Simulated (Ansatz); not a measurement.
Born–Oppenheimer molecular dynamics of H$_{2}$In (3 atoms, charge 0, multiplicity 2). It starts from a relaxed structure.

Method: UKS PBE0-D4/def2-SVP in Ansatz 0.2.0.

- ensemble: NVE (velocity Verlet)
- time step: 0.5 fs
- steps asked: 266
- starting velocities drawn for: 300 K
- seed: 336695

Frames 10 fs apart, positions in Å, forces in eV/Å.

Velocities at 10.0 fs (Å/ps):

```
In -0.18 0.03 -0.09
H 2.97 -5.67 0.86
H 17.64 1.95 9.53
```

```xyz
3
Properties=species:S:1:pos:R:3:forces:R:3 time_fs=10.0 energy_less_start_eV=0.015 T=183
In 0.389 -0.430 0.152 0.04 -0.17 0.00
H 0.778 1.248 0.565 -0.13 -0.02 -0.07
H -1.075 -1.000 -0.690 0.10 0.19 0.07
3
Properties=species:S:1:pos:R:3:forces:R:3 time_fs=20.0 energy_less_start_eV=0.011 T=218
In 0.389 -0.430 0.152 0.20 -0.22 0.08
H 0.758 1.233 0.553 -0.06 0.16 -0.01
H -1.055 -0.973 -0.677 -0.14 0.06 -0.07
3
Properties=species:S:1:pos:R:3:forces:R:3 time_fs=30.0 energy_less_start_eV=0.008 T=241
In 0.391 -0.432 0.152 -0.24 0.14 -0.11
H 0.672 1.299 0.516 -0.01 -0.19 -0.03
H -1.127 -0.888 -0.704 0.24 0.05 0.13
3
Properties=species:S:1:pos:R:3:forces:R:3 time_fs=40.0 energy_less_start_eV=0.022 T=132
In 0.391 -0.432 0.152 0.00 0.04 0.01
H 0.598 1.277 0.474 0.17 0.18 0.11
H -1.103 -0.797 -0.680 -0.17 -0.21 -0.12
3
Properties=species:S:1:pos:R:3:forces:R:3 time_fs=50.0 energy_less_start_eV=0.015 T=183
In 0.391 -0.432 0.152 -0.34 0.22 -0.15
H 0.653 1.311 0.507 0.02 -0.25 -0.02
H -1.144 -0.863 -0.710 0.32 0.03 0.17
3
Properties=species:S:1:pos:R:3:forces:R:3 time_fs=60.0 energy_less_start_eV=0.016 T=179
In 0.389 -0.431 0.152 0.33 -0.25 0.14
H 0.742 1.225 0.543 -0.01 0.28 0.03
H -1.042 -0.955 -0.667 -0.32 -0.03 -0.17
3
Properties=species:S:1:pos:R:3:forces:R:3 time_fs=70.0 energy_less_start_eV=0.030 T=70
In 0.389 -0.430 0.152 -0.06 -0.07 -0.04
H 0.792 1.267 0.575 -0.20 -0.21 -0.13
H -1.092 -1.020 -0.702 0.26 0.28 0.17
3
Properties=species:S:1:pos:R:3:forces:R:3 time_fs=80.0 energy_less_start_eV=0.013 T=198
In 0.390 -0.431 0.152 0.29 -0.21 0.13
H 0.702 1.235 0.523 0.05 0.31 0.07
H -1.055 -0.906 -0.668 -0.34 -0.11 -0.19
3
Properties=species:S:1:pos:R:3:forces:R:3 time_fs=90.0 energy_less_start_eV=0.029 T=79
In 0.391 -0.433 0.152 -0.44 0.35 -0.19
H 0.621 1.330 0.493 0.05 -0.34 -0.01
H -1.161 -0.831 -0.715 0.39 -0.01 0.20
3
Properties=species:S:1:pos:R:3:forces:R:3 time_fs=100.0 energy_less_start_eV=0.027 T=92
In 0.391 -0.432 0.152 0.19 -0.05 0.09
H 0.611 1.262 0.479 0.17 0.30 0.13
H -1.081 -0.810 -0.670 -0.36 -0.25 -0.22
3
Properties=species:S:1:pos:R:3:forces:R:3 time_fs=110.0 energy_less_start_eV=0.019 T=152
In 0.390 -0.431 0.152 -0.26 0.13 -0.12
H 0.721 1.300 0.542 -0.10 -0.30 -0.09
H -1.129 -0.939 -0.711 0.36 0.17 0.21
3
Properties=species:S:1:pos:R:3:forces:R:3 time_fs=120.0 energy_less_start_eV=0.031 T=61
In 0.389 -0.430 0.151 0.48 -0.31 0.21
H 0.772 1.208 0.557 -0.03 0.35 0.03
H -1.020 -0.983 -0.659 -0.45 -0.04 -0.24
```

Of the whole run (133 fs, mean temperature of the second half 143 K): The conserved energy stayed within 0.05 meV per atom of its start (net change 0.029 meV per atom), so the integration is sound. The temperature averaged 0.48 of the 300 K drawn at the start: a run that starts near a minimum puts about half its kinetic energy into the potential. A run of 0.13 ps of so small a system gives no equilibrium averages.

Run time: 4.9 min on 1 thread of Arm Neoverse V1, on a shared host, peak memory 0.095 GiB.
